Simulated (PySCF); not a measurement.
Dipole response of Sb²⁺ (antimony, charge +2)

[Kr] 4d10 5s2 5p1, 2P determinant. Computed with PySCF 2.14 in ANO-RCC-VTZP, with the spin-free X2C one-electron Hamiltonian (Gaussian nucleus). Coupled (time-dependent) response in atomic units; α is the mean over directions. The basis has no added diffuse functions, which lowers α and C₆.

| method | mean α (bohr³) | α xx, yy, zz | C₆ (like pair) | S(−4) |
| --- | --- | --- | --- | --- |
| wB97X | 15.20 | 15.18, 15.25, 15.18 | 96.63 | 66.30 |

S(−4) is the Cauchy moment in α(ω) = α(0) + S(−4) ω² + …

Spin-orbit coupling is absent.

α(iu) at wB97X:

| u (hartree) | α(iu) (bohr³) |
| --- | --- |
| 0 | 15.20 |
| 0.0500 | 15.04 |
| 0.100 | 14.57 |
| 0.200 | 13.00 |
| 0.300 | 11.11 |
| 0.500 | 7.863 |
| 0.750 | 5.360 |
| 1.00 | 3.954 |
| 1.50 | 2.528 |
| 2.00 | 1.816 |
| 3.00 | 1.097 |
| 5.00 | 0.5294 |

A single London oscillator, α(iu) = α/(1 + u²/ω²), gives C₆ = (3/4) ω α². Matching the computed C₆ needs ω = 4 × 96.63 / (3 × 15.20²) = 0.558 hartree.

For an ion, C₆ is the dispersion term alone; charge-induced terms of lower order in 1/R come first.

The components differ because the open shell of this determinant is not spherical; for a pure term their mean is the scalar polarisability.
